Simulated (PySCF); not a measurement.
## MI cations for M along the second period

PBE0 with double-zeta basis sets in PySCF, for the lowest determinant that a PBE0 search found; no spin–orbit coupling. De refers to high-spin ground-configuration atoms (the charge goes to the atom of lower measured ionisation energy or higher electron affinity, which is not always the lowest computed limit). A positive dipole points towards I; it is taken about the centre of mass and depends on that origin.

| M | basis | charged atom | state (unpaired electrons) | Re (Å) | ωe (cm⁻¹) | De (eV) | μ (D) |
| --- | --- | --- | --- | --- | --- | --- | --- |
| Li | x2c-SVPall | Li+ | doublet (π ↑) | 2.726 | 284 | 0.73 | -9.72 |
| Be | x2c-SVPall | Be+ | singlet (closed shell) | 2.095 | 730 | 3.43 | -8.45 |
| B | x2c-SVPall | B+ | doublet (σ ↑) | 1.959 | 819 | 3.50 | -2.95 |
| C | aug-cc-pVDZ/aug-cc-pVDZ-PP | I+ | singlet (closed shell) | 1.915 | 848 | 4.89 | -0.11 |
| O | def2-SVP | I+ | triplet (π ↑↑) | 1.832 | 809 | 2.99 | 1.75 |
| F | def2-SVP | I+ | doublet (π ↑) | 1.877 | 715 | 2.42 | 2.24 |

The shortest bond is that of IO⁺ (1.832 Å), the longest that of LiI⁺ (2.726 Å). CI⁺ is bound most strongly (4.89 eV) and LiI⁺ least (0.73 eV).

The rows differ in basis set, which adds steps of its own.

The state changes along the series, so neighbouring rows are not always alike in their bonding.

Spin–orbit coupling is left out, which matters for elements this heavy, above all for dissociation energies. For an ion De counts to the pair picked by the measured ionisation energies or electron affinities, which need not be the lowest pair at this level. States were picked by a PBE0 search and need not be the measured ground states.
